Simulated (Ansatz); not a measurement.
C3H7NSi2, SMILES [SiH2]1C=NC(=C)[SiH2]1.

Coordinates come from a r2SCAN-D4/def2-SVP optimisation. This is a generated structure with no PubChem entry under its InChIKey; it may be hypothetical.

Two levels are set side by side: PBE/def2-SVPD (Ansatz, a quantum-chemistry and plane-wave program) and PBE0/def2-SVPD (Ansatz). Energy differences of separate SCF runs at the same geometry; the states with an electron removed or added have multiplicity 2 and 2. Differences are taken from unrounded values.

```json
[
 {"quantity": "vertical ionisation energy (eV)", "PBE0": "8.68"},
 {"quantity": "vertical singlet–triplet gap (eV)", "PBE0": "3.01"}
]
```

What does PBE give, and how far is it from PBE0? (An estimate is asked for; the answer gives what the named calculation found.)


```tsv
quantity	PBE	PBE minus PBE0
vertical ionisation energy (eV)	8.45	-0.23
vertical singlet–triplet gap (eV)	2.91	-0.10
```
